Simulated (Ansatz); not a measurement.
`[OH][Al]([F])[F]`, charge 0, multiplicity 1.

(1) Give a relaxed structure at PBE0-D4/def2-TZVP (Ansatz). (Estimate.)

## Answers

(1) Ansatz gave: 
```xyz
5

O     0.124   -0.806    0.936
Al    0.129    0.366   -0.260
F     1.341    1.459   -0.294
F    -1.042    0.458   -1.401
H    -0.552   -1.477    1.018
```
Point group Cs.
